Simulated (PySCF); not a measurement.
## Steps of a relaxation of [Gd(NH3)2]3+

[Gd(NH3)2]3+ (singlet in the valence; each metal's 4f electrons, 7 of them, lie in its core potential, out of spins and levels). PySCF 2.14.0, RKS r2SCAN, Gd lcecp-1-SVP with ECP53, N def2-SVP, H def2-SVP; non-relativistic Hamiltonian with scalar-relativistic core potentials where named; density fitting; no spin-orbit coupling. Origin of the start: displaced along the imaginary mode. Columns: position (Å) and force (eV/Å). Energies are counted from the last step; some of the 21 steps are shown. Forces carry noise of the integration grid, about 0.01 to 0.03 eV/Å.

Run from Python with OMP_NUM_THREADS=2. Where DIIS fails, smearing, a level shift and second-order steps follow.
It took 97 s on 2 threads of AMD EPYC 7B13 (Zen 3), with other jobs on the host, from the converged density of the start.

```xyz
9
step 0  E = 0.401 eV
Gd    0.0464    0.0069    0.0000     0.25    0.04    0.00
N    -0.2093   -0.0313    2.4567    -0.08    0.02   -0.02
H     0.5673    0.4313    2.9799    -0.07   -0.03   -0.06
H    -1.0485    0.4289    2.8715     0.04   -0.02   -0.06
H    -0.2426   -0.9685    2.9116     0.00    0.01   -0.04
N    -0.2093   -0.0313   -2.4567    -0.11   -0.05    0.02
H     0.5669   -0.5037   -2.9706    -0.06    0.02    0.05
H    -1.0481   -0.5013   -2.8621     0.05    0.03    0.06
H    -0.2426    0.8967   -2.9304    -0.01   -0.01    0.04
```

```xyz
9
step 7  E = 0.297 eV
Gd    0.2875    0.0481   -0.0001     0.35    0.06    0.00
N    -0.2107   -0.0312    2.4028    -0.11   -0.01   -0.06
H     0.5309    0.4048    2.9946    -0.06   -0.02   -0.05
H    -1.0709    0.4430    2.7505     0.00   -0.01   -0.04
H    -0.3031   -0.9751    2.8357    -0.01    0.01   -0.05
N    -0.2109   -0.0322   -2.4027    -0.12   -0.03    0.06
H     0.5319   -0.4937   -2.9724    -0.05    0.01    0.05
H    -1.0693   -0.5258   -2.7274     0.01    0.01    0.04
H    -0.3052    0.8898   -2.8810    -0.01   -0.01    0.05
```

```xyz
9
step 13  E = 0.021 eV
Gd    0.9758    0.1562   -0.0004     0.03    0.01    0.00
N    -0.1961   -0.0284    2.0880    -0.01    0.23    0.11
H     0.3293    0.3715    2.9016    -0.11   -0.06   -0.13
H    -1.1283    0.4387    2.1763     0.14   -0.07   -0.06
H    -0.4027   -0.9934    2.4164    -0.03   -0.10    0.01
N    -0.1956   -0.0283   -2.0878    -0.06   -0.28   -0.05
H     0.3450   -0.5204   -2.8373    -0.08    0.06    0.10
H    -1.1101   -0.5385   -2.1052     0.17    0.10    0.05
H    -0.4370    0.8702   -2.5516    -0.04    0.12   -0.04
```

Q: Where does the relaxation end?

A: It converges at step 20 in C1:
```xyz
9
step 20  E = 0
Gd    1.1768    0.1916    0.0000
N    -0.1853   -0.0263    1.9545
H     0.2424    0.3420    2.8323
H    -1.1074    0.4588    1.9364
H    -0.4492   -0.9971    2.2296
N    -0.1851   -0.0296   -1.9541
H     0.2667   -0.5213   -2.7559
H    -1.0800   -0.5527   -1.8489
H    -0.4989    0.8623   -2.3939
```

Q: How did the contacts change?

A: 
```csv
contact,start (Å),end (Å)
Gd1–N2 (NH3),2.470,2.392
Gd1–N6 (NH3),2.470,2.392
```


No frequency check is given that shows the relaxed geometry to be a minimum. An lcecp potential fixes the number of 4f electrons, so in runs with it no electron can move into or out of that shell.
